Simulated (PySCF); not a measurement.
# C4H8FNSi2: full NMR table

```
Formula                               : C4H8FNSi2
SMILES                                : [H]/N=C\[C@H]([SiH3])C#C[SiH2]F
Point group of the computed structure : C1
Degrees of unsaturation               : 3
Carbon signals                        : 4
Proton signals                        : 6
```

Molfile (atoms numbered from 1):
```
C4H8FNSi2
     RDKit          3D

 16 15  0  0  0  0  0  0  0  0999 V2000
   -0.9261    2.1752    1.0610 N   0  0  0  0  0  0  0  0  0  0  0  0
   -1.5572    1.4727    0.2379 C   0  0  0  0  0  0  0  0  0  0  0  0
   -1.1487    0.1784   -0.3981 C   0  0  2  0  0  0  0  0  0  0  0  0
   -2.0292   -1.2529    0.5589 Si  0  0  0  0  0  4  0  0  0  0  0  0
    0.2741   -0.0217   -0.3469 C   0  0  0  0  0  0  0  0  0  0  0  0
    1.4708   -0.1319   -0.2291 C   0  0  0  0  0  0  0  0  0  0  0  0
    3.2945   -0.2996   -0.0720 Si  0  0  0  0  0  4  0  0  0  0  0  0
    3.5871   -0.8384    1.4201 F   0  0  0  0  0  0  0  0  0  0  0  0
    0.0007    1.8212    1.3012 H   0  0  0  0  0  0  0  0  0  0  0  0
   -2.5488    1.8213   -0.0395 H   0  0  0  0  0  0  0  0  0  0  0  0
   -1.4918    0.1586   -1.4369 H   0  0  0  0  0  0  0  0  0  0  0  0
   -1.5733   -1.2253    1.9449 H   0  0  0  0  0  0  0  0  0  0  0  0
   -1.6637   -2.5012   -0.1085 H   0  0  0  0  0  0  0  0  0  0  0  0
   -3.4691   -1.0084    0.4629 H   0  0  0  0  0  0  0  0  0  0  0  0
    3.9613    0.9929   -0.1409 H   0  0  0  0  0  0  0  0  0  0  0  0
    3.8119   -1.3318   -0.9589 H   0  0  0  0  0  0  0  0  0  0  0  0
  9  1  1  0
  1  2  2  0
  2  3  1  0
  3  4  1  0
  3  5  1  0
  5  6  3  0
  6  7  1  0
  7  8  1  0
  2 10  1  0
  3 11  1  6
  4 12  1  0
  4 13  1  0
  4 14  1  0
  7 15  1  0
  7 16  1  0
M  END
```

How the numbers were obtained: PBE0/pcSseg-1 with gauge-including orbitals, geometry from GFN2-xTB, in PySCF 2.14.0 with density-fitted response routines (averaged over atoms made equivalent by symmetry, fast rotation or ring inversion, no solvent, single conformer, relativity neglected).

Chemical shifts δ = σref − σ; ¹H, ¹³C, ²⁹Si vs TMS; ¹⁹F vs CFCl3; ¹⁵N vs NH3, all at this level.

```tsv
carbon	δC, type	δH (multiplicity)	HMBC from (2–3 bonds)	span of the C tensor (ppm)
C2	167.1, CH	7.77 (d)	H12/H13/H14, H11	227
C3	29.4, CH	3.05 (m)	H10, H12/H13/H14	39
C5	113.2, C	–	H10, H15, H16, H12/H13/H14, H11	288
C6	92.8, C	–	H15, H16, H11	245
```

Other nuclei:
```tsv
atoms	nucleus	environment	δ (ppm)	σ (ppm)
H9	¹H	hydrogen on an imine nitrogen	11.74	19.97
H15	¹H	hydrogen on a silicon bonded to C, F	5.27	26.45
H16	¹H	hydrogen on a silicon bonded to C, F	5.20	26.52
H12/H13/H14	¹H	hydrogen on a silicon bonded to C	4.00	27.71
F8	¹⁹F	fluorine bonded to Si	-215.7	386.6
Si7	²⁹Si	silicon bonded to C, F, 2 H	-29.8	378.9
Si4	²⁹Si	silicon bonded to C, 3 H	-61.3	410.5
N1	¹⁵N	imine nitrogen	355.8	-88.1
```

- Carbon types of the structure: 2 × C, 2 × CH, leaving 6 H on heteroatoms.
- δC 167.1: C=N carbon.
- δC 113.2, 92.8: alkyne carbon.
- δC 29.4: propargylic sp3 CH bonded to Si.
- δH 11.74: hydrogen on an imine nitrogen; exchangeable, gas-phase position.
- δH 4.00: hydrogen on a silicon bonded to C.

OH/NH shifts are gas-phase values; hydrogen bonding in solution moves them, usually downfield. Splittings by ¹⁹F in the carbon and heteronuclear signals aren't shown, as no couplings were computed. Shifts are as computed. Against solution values, carbons near 30 ppm lie about +3 ppm off and those near 130 ppm about +5 ppm. Of 1211 compounds with measured shifts, 218 miss one by over three times the rms of a fit or turn the order of signals round; such compounds aren't used in these exercises. Unscaled 19F shifts against computed CFCl3 carry errors that often reach 10 to 50 ppm. Experimental scales use liquid or dissolved standards, which lie at an offset from isolated NH3 (liquid NH3: subtract about 20 ppm). Unscaled 15N shifts of sp2 nitrogen come out 20 to 40 ppm too high even then. Multiplicities follow the n + 1 count of equivalent neighbours, as no J values were calculated; m marks all less simple cases, F and P coupling included.
